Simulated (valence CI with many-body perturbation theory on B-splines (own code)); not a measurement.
Results of a calculation; reference values are marked as such.
A CI+MBPT run for Nb XXVII

Level of theory: relativistic CI+MBPT: five valence electrons over a frozen Dirac-Fock core [Ne], radial functions for each j: 6 s, 6 p, 5 d, 3 f, 1 g, with the one-electron correlation potential Σ1 (screened to all orders), the two-electron term Σ2, the three-electron term Σ3, Breit, model QED; selected single and double excitations, second order for the rest, scaled by the run's own slope (own B-spline code, finite nucleus).

Command, and the settings that its task file holds:

```sh
python run_cv.py task.json out
```

```
atom Nb  Z=41  mass_number=93  rms_radius_fm=4.3240
core [Ne]
valence 3s2 3p3
avg = 1
basis = S
breit = 1
cap = 10000
capref = 1200
cscale = 1
de = 0.0
dress = 0
eps = 2e-08
extrap = 1
h = 0.27
hh = 1
l2 = 3
lcore = 6
maxit = 60
n2 = 3
natural = 1
nlev = 21
nno = [3, 3, 3, 2, 1]
nroot = 26
nsp = [3, 3, 2, 1, 0]
pt2 = 1
qed = 1
rpa = 1
s1 = 1
s2 = 1
s3 = 1
screen = 1
tol = 2e-05
whole = 1
```

It took 18 s on 1 thread of Arm Neoverse V2, with other jobs on the host.

Log. The first blocks belong to the next ion, which gives the ionisation energy. Fields: 2J, parity (1 odd), roots, reference size, generating configurations, candidates as configurations/state functions, variational space P, stored matrix elements, Davidson steps; e2 is the range of second-order energies in hartree. The first line gives the box (bohr), its intervals, the orbitals and the steps of their self-consistent field. Window is the range of levels sought, series limit the energy at which the first omitted orbital would enter, core excitation an estimate of the first excitation out of the core, left out the lowest levels not solved, and shifts from estimates the range by which levels moved from their first estimate, all in cm⁻¹.

```
rmax 3.1 intervals 58 orbitals 36 references ['3s2 3p3', '3s 3p4', '3s2 3p2 3d', '3p5', '3s 3p3 3d'] scf 5 t 0.7
2J=0 par=0 roots 2 ref 24 generators 8 cand 705/969 P 725/993 nnz 0 it 0
2J=0 par=0 roots 2 ref 24 generators 14 cand 1609/2589 P 2334/3582 nnz 9.4e+05 it 5
   second order: generators 19 cand 3918/7501 e2 -0.00002 -0.00002
reference levels 559, estimated 52, window 1131639 1/cm; series limit 7548955, core excitation 17936615
2J=3 par=1 roots 4 ref 66 generators 15 cand 295/1008 P 943/3553 nnz 1.5e+06 it 5
2J=3 par=1 roots 4 ref 66 generators 28 cand 1057/6429 P 2000/9982 nnz 9.3e+06 it 9
   second order: generators 39 cand 12430/160665 e2 -0.00531 -0.00050
2J=5 par=1 roots 2 ref 65 generators 12 cand 222/925 P 795/3509 nnz 1.7e+06 it 5
2J=5 par=1 roots 2 ref 65 generators 21 cand 980/6487 P 1775/9996 nnz 9.6e+06 it 10
   second order: generators 29 cand 10862/157384 e2 -0.00549 -0.00122
2J=1 par=1 roots 2 ref 41 generators 13 cand 341/1007 P 1117/3544 nnz 1.4e+06 it 4
2J=1 par=1 roots 2 ref 41 generators 21 cand 1550/6382 P 2667/9926 nnz 7.5e+06 it 9
   second order: generators 29 cand 10677/86051 e2 -0.00116 -0.00042
2J=5 par=0 roots 7 ref 74 generators 18 cand 218/1016 P 855/3579 nnz 1.5e+06 it 6
2J=5 par=0 roots 7 ref 74 generators 27 cand 987/6365 P 1842/9944 nnz 8.7e+06 it 10
   second order: generators 46 cand 14971/210943 e2 -0.00575 -0.00297
2J=3 par=0 roots 8 ref 71 generators 19 cand 210/1009 P 906/3547 nnz 1.3e+06 it 6
2J=3 par=0 roots 8 ref 71 generators 27 cand 1099/6445 P 2005/9992 nnz 8.4e+06 it 11
   second order: generators 44 cand 14076/167166 e2 -0.00449 -0.00258
2J=1 par=0 roots 6 ref 44 generators 20 cand 253/1014 P 1214/3560 nnz 1.3e+06 it 8
2J=1 par=0 roots 6 ref 44 generators 25 cand 1621/6375 P 2835/9935 nnz 7.1e+06 it 11
   second order: generators 39 cand 12623/93476 e2 -0.00161 -0.00056
2J=7 par=0 roots 4 ref 54 generators 14 cand 251/1016 P 918/3581 nnz 1.6e+06 it 5
2J=7 par=0 roots 4 ref 54 generators 23 cand 780/6401 P 1698/9982 nnz 9.8e+06 it 8
   second order: generators 38 cand 13372/214353 e2 -0.00350 -0.00325
2J=9 par=0 roots 2 ref 34 generators 10 cand 128/862 P 985/3532 nnz 1.5e+06 it 5
2J=9 par=0 roots 2 ref 34 generators 20 cand 872/6244 P 1857/9776 nnz 9.2e+06 it 6
   second order: generators 28 cand 10299/158138 e2 -0.00215 -0.00202
left out: unestimated 1637821, estimated 1272816, shifts from estimates -5 to 91
operators 0.5
```

The Davidson iterations converged.

The last digits are not significant, and no measured levels were compared; by estimate large intervals hold to a few tenths of a per cent, small ones and those within an open d or f shell to about a per cent. Among the levels kept, up to 1200 cm⁻¹ of a level comes from second order outside the variational space, and about a tenth of that is noise between levels of different J, which matters for small intervals.

| Quantity | Value |
| --- | --- |
| Valence energy | -279.4744 hartree |
| Ionisation energy | 1356.8 eV (NIST: 1368 ± 5 eV (semi-empirical)) |
| Reference configurations for the orbitals | 3s2 3p3, 3s 3p4, 3s2 3p2 3d, 3p5, 3s 3p3 3d |
| Radial orbitals | 36 |
| Box radius | 3.122 bohr |
| Largest variational space | 9996 |
| Lowest levels | (3s^2 3p1/2^2 3p3/2) J=3/2 0, (3s^2 3p1/2 3p3/2^2) J=3/2 139030, (3s^2 3p1/2 3p3/2^2) J=5/2 180810, (3s^2 3p1/2 3p3/2^2) J=1/2 236360, (3s^2 3p3/2^3) J=3/2 372140, (3s 3p1/2^2 3p3/2^2) J=5/2 682230, (3s 3p1/2^2 3p3/2^2) J=3/2 762280, (3s 3p1/2^2 3p3/2^2) J=1/2 782950, (3s^2 3p1/2^2 3d3/2) J=3/2 [a] 843790, (3s^2 3p1/2^2 3d3/2) J=3/2 [b] 895960, (3s 3p1/2 3p3/2^3) J=5/2 904430, (3s^2 3p1/2^2 3d5/2) J=5/2 923700, (3s^2 3p1/2 3p3/2 3d3/2) J=3/2 [a] 951590, (3s^2 3p1/2 3p3/2 3d3/2) J=1/2 [a] 960110 cm⁻¹ |

Levels are named by their leading jj configuration (3d3/2^4 stands for four electrons in 3d with j = 3/2), which in mixed levels can hold well under half, so a name can repeat and another be missing. Letters in brackets count levels of one name in rising energy.
